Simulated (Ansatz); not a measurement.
Relaxation of C2H9BGe (13 atoms, charge 0, multiplicity 1), to a largest force component of 0.015 eV/Å in at most 40 steps.

These are results of RKS B3LYP-D4/def2-SVP (Ansatz), not measurements.

```xyz
13
Properties=species:S:1:pos:R:3
C -1.015 1.773 -0.822
B -1.012 0.573 0.149
Ge 0.740 -0.184 0.702
C 0.962 -2.030 0.141
H -0.563 1.548 -1.807
H -0.542 2.696 -0.372
H -2.093 2.092 -1.028
H -1.969 0.105 0.542
H 0.907 -0.093 2.300
H 1.917 0.630 0.079
H 0.204 -2.664 0.488
H 0.902 -2.017 -1.017
H 2.037 -2.321 0.372
```

Question: Where does it end, and by what steps?

Answer: The run converged. The force dipped under the threshold on the way, but the program's further checks kept it going. After 22 steps the energy has fallen by 0.495 eV; H5 moved furthest, 0.88 Å.

```tsv
step	energy less start (eV)	largest force component (eV/Å)	accepted
0	0.0000	2.684	yes
1	-0.4285	1.036	yes
2	-0.4704	0.243	yes
3	-0.4748	0.124	yes
4	-0.4767	0.029	yes
5	-0.4773	0.084	yes
6	-0.4786	0.037	yes
7	-0.4848	0.081	yes
8	-0.4875	0.063	yes
9	-0.4891	0.155	yes
10	-0.4910	0.108	yes
11	-0.4919	0.079	yes
12	-0.4935	0.089	yes
13	-0.4944	0.020	yes
14	-0.4945	0.025	yes
15	-0.4946	0.014	yes
16	-0.4947	0.012	yes
17	-0.4948	0.023	yes
18	-0.4949	0.018	yes
19	-0.4949	0.032	yes
20	-0.4950	0.023	yes
21	-0.4950	0.011	yes
22	-0.4951	0.008	yes
```

```xyz
13
Properties=species:S:1:pos:R:3
C -1.128 1.929 -0.811
B -0.944 0.613 0.003
Ge 0.896 -0.195 0.532
C 0.978 -2.143 0.192
H -0.259 2.264 -1.399
H -1.291 2.697 -0.022
H -2.040 1.954 -1.429
H -1.931 0.045 0.421
H 1.127 0.022 2.054
H 2.088 0.483 -0.194
H 0.166 -2.656 0.729
H 0.873 -2.353 -0.883
H 1.940 -2.552 0.535
```

The run took 81 s on 2 threads of Arm Neoverse V1 (shared host), peak memory 0.29 GiB.
